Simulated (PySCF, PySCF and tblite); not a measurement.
A run on one conformer of C4H3BrF2, numbered as in [CH:1]#[C:2][C:3]([F:4])([F:5])[CH2:6][Br:7], from an ensemble study. The sound level was KT2/pcSseg-1 (IEF-PCM, acetonitrile) on GFN2-xTB geometries.

Input:

```
{"job": {"xc": "KT2", "basis": "pcSseg-1", "solvent": "acetonitrile", "scf": {"max_cycle": 50}, "kind": "nmr", "pop": false}, "charge": 0, "multiplicity": 2}
C      2.106316     0.902044    -0.019424
C      1.162811     0.169009    -0.072271
C      0.006928    -0.712416    -0.148596
F      0.174836    -1.791893     0.678420
F     -0.113380    -1.242639    -1.396465
C     -1.297229    -0.025315     0.258356
Br    -1.562387     1.626916    -0.714344
H      2.930959     1.549756     0.030085
H     -1.262102     0.214050     1.320892
H     -2.137868    -0.684858     0.040819
```

Command: OMP_NUM_THREADS=1 python ens_run.py task.json out

Output:

```
RuntimeError: Electron number 80 and spin 1 are not consistent
Note mol.spin = 2S = Nalpha - Nbeta, not 2S+1
```

Problem. What is wrong with this calculation?

Solution. The setting at fault: wrong multiplicity. The program refused the input.
